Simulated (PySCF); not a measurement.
**Computed properties of CH₈O₂Si₃, SMILES O=CO[SiH2][SiH2][SiH3]**

CH8O2Si3, SMILES O=CO[SiH2][SiH2][SiH3]. Geometry: TPSSh-D3(BJ)/def2-SVP. The structure was generated by enumeration, and PubChem lists no compound with its InChIKey, so it may never have been made. The values are those of a single conformer. All values are computed for the isolated molecule unless a solvent is named; none is compared with measurement here.

**Structure.** All 36 harmonic modes at TPSSh-D3(BJ)/def2-SVP (PySCF) are real, so it is a minimum. With heavy atoms numbered as in [O:1]=[CH:2][O:3][SiH2:4][SiH2:5][SiH3:6], the shortest bond between them is O1–C2 at 1.212 Å and the longest Si5–Si6 at 2.351 Å.

**Vibrations.** The strongest infrared lines (harmonic, unscaled, degenerate partners summed) lie at 1251 cm⁻¹ (265 km/mol, O 47 %, C 44 %, H 9 %), 1778 cm⁻¹ (250 km/mol, C 60 %, O 37 %), 890 cm⁻¹ (249 km/mol, H 92 %, Si 8 %). The softest mode is at 35 cm⁻¹ and the zero-point energy is 53.1 kcal/mol.

**Electronic structure.** HF/def2-TZVP (PySCF) places the frontier levels at -10.50 and 2.61 eV, a gap of 13.11 eV, and gives a dipole moment of 1.64 D and a mean polarisability of 93.8 bohr³. PBE/def2-TZVP (PySCF) at the same geometry gives -6.87 and -1.75 eV, so its gap is 7.99 eV narrower. An orbital gap is neither the optical nor the fundamental gap.

**Excitations.** TDA-PBE0/def2-SVPD (PySCF) has S1 at 5.74 eV (216 nm, f = 0.002, weak); the most intense of the 6 singlets computed lies at 6.89 eV (f = 0.13). T1 (TDA) is at 5.17 eV, 0.57 eV under S1. TDA-PBE/def2-SVPD (PySCF) puts S1 at 5.14 eV. No vertical singlet excitation falls in the visible range (under 3.1 eV).

**NMR.** GIAO shifts at HF/pcSseg-1 (PySCF) (non-relativistic, atoms alike by connectivity averaged): ¹³C at 177.1 ppm against TMS; ¹H from 3.3 to 8.1 ppm against TMS; ²⁹Si from -99.3 to -9.6 ppm against TMS.
